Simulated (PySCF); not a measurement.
Bicyclo[2.2.2]octane, C8H14.
Z-matrix (Å and degrees, PBE0-D3(BJ)/def2-SVP geometry), rows numbered from 1:
```
C 
C   1  1.5460
C   2  1.5313  1  109.63
C   3  1.5313  2  109.17  1   -56.37
C   4  1.5459  3  109.63  2    63.02
C   1  1.5313  2  109.65  3    -5.55
C   6  1.5313  1  109.15  2   -56.38
C   3  1.5314  2  109.22  1    62.90
H   1  1.1018  2  110.91  3  -126.88
H   1  1.1023  2  110.88  3   115.31
H   2  1.1022  1  110.89  3   120.85
H   2  1.1018  1  110.91  3  -121.34
H   3  1.1019  2  109.77  1  -176.71
H   4  1.1018  3  109.76  2  -174.92
H   4  1.1023  3  109.33  2   -58.73
H   5  1.1018  4  110.91  3  -127.03
H   5  1.1022  4  110.90  3   115.16
H   6  1.1019  1  109.76  2  -176.73
H   7  1.1022  6  109.34  1   -58.72
H   7  1.1018  6  109.76  1  -174.91
H   8  1.1018  3  109.77  2    65.86
H   8  1.1023  3  109.30  2  -177.97
```

Computed with PySCF at PBE0/pcSseg-1, non-relativistic, on one gas-phase PBE0-D3(BJ)/def2-SVP geometry that isn't relaxed in the solvent. The solvent is an IEF-PCM continuum (Bondi radii, 1.10 Å for H, scaled by 1.2). The model holds no explicit solvent molecules, cavitation or dispersion.

```tsv
run	E − E(gas) (kcal/mol)	HOMO (eV)	HOMO–LUMO gap (eV)	dipole (D)
gas	0.00	-7.94	8.99	0.00
P	-0.47	-7.84	9.01	0.00
Q	-0.22	-7.88	9.00	0.00
```

**Question.** The runs were made in cyclohexane and tetrahydrofuran. Which run belongs to which solvent?

**Answer.** P = tetrahydrofuran, Q = cyclohexane. The dielectric constants are 2.017 (cyclohexane), 7.426 (tetrahydrofuran), and the energy falls further as ε rises. In this model the ground state sees the solvent through ε alone.

**Question.** How constant is the ratio of the lowering to (ε − 1)/(2ε + 1)?

**Answer.** 
```json
{"solvent": "cyclohexane", "(ε − 1)/(2ε + 1)": "0.202", "E − E(gas) (kcal/mol)": "-0.22", "ratio (kcal/mol)": "-1.1", "polarisation term (kcal/mol)": "-0.23"}
{"solvent": "tetrahydrofuran", "(ε − 1)/(2ε + 1)": "0.405", "E − E(gas) (kcal/mol)": "-0.47", "ratio (kcal/mol)": "-1.2", "polarisation term (kcal/mol)": "-0.48"}
```

The ratio changes by +4.3 % in size from cyclohexane to tetrahydrofuran. The polarisation term is half the interaction of the solute with the induced surface charges.
